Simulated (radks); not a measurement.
The strontium ion Sr2+, configuration [Ar] 3d10 4s2 4p5.75 4f0.25 (fractional occupations, a model configuration).

Calculated with a radial shooting solver on a logarithmic mesh with Libxc functionals: scalar-relativistic Kohn-Sham, exchange-only r2SCAN, spin-polarised, spherical densities, finite nucleus; open shells are filled with parallel spins first (spin-orbit coupling, left out, can overturn this in heavy ions); meta-GGA in the generalised Kohn-Sham scheme; Fermi nuclear charge, rms radius 4.224 fm.

Energy parts (eV):
total: -86457.826
kinetic: 88709.280
electron-nucleus: -207708.933
Hartree: 35347.883
exchange: -2806.055

Orbitals (lengths in bohr, moments of r in powers of bohr; <r^-3> diverges for s and p1/2):
orbital,occ.,eigenvalue (eV),<r>,<r^-3>,<r^4>
1s up,1,-15993.05,0.03917,-,0.00001105
1s down,1,-15993.01,0.03917,-,0.00001105
2s up,1,-2190.496,0.1723,-,0.002120
2s down,1,-2190.487,0.1723,-,0.002120
2p up,3,-1945.682,0.1504,1804,0.001531
2p down,3,-1945.650,0.1504,1804,0.001531
3s up,1,-357.5179,0.4906,-,0.1197
3s down,1,-357.4796,0.4906,-,0.1197
3p up,3,-277.3905,0.4975,279.6,0.1388
3p down,3,-277.3433,0.4975,279.5,0.1387
3d up,5,-145.6154,0.4982,35.16,0.1874
3d down,5,-145.5572,0.4980,35.17,0.1869
4s up,1,-57.7216,1.355,-,6.615
4s down,1,-57.3442,1.356,-,6.652
4p up,3,-38.6062,1.535,31.65,11.59
4p down,2.75,-38.2431,1.537,31.60,11.62
4d up,0,-13.2585,2.398,1.880,92.84
4d down,0,-12.7302,2.326,1.969,79.81
4f up,0.25,-4.5667,7.343,0.006333,5315
5s up,0,-13.1066,3.755,-,368.7
5p up,0,-9.8695,4.592,3.088,799.7

The highest occupied level is 4f up at -4.567 eV. The configuration is held as typed, so some empty levels lie below it. Summed over all electrons, <r^2> = 40.27 bohr^2, which gives a Langevin (diamagnetic) susceptibility term of -31.9 x 10^-6 cm^3/mol. The spin density at the nucleus is 0.06618 e/bohr^3 (1s -0.09181, 2s 0.04337, 3s 0.08077, 4s 0.03384). The density falls to 0.001 e/bohr^3 at r = 3.31 bohr.

Run on one thread of a shared host, so times are rough (Arm Neoverse N1): 0.25 s of CPU time, 0.25 s wall, 13 iterations on 2254 mesh points.
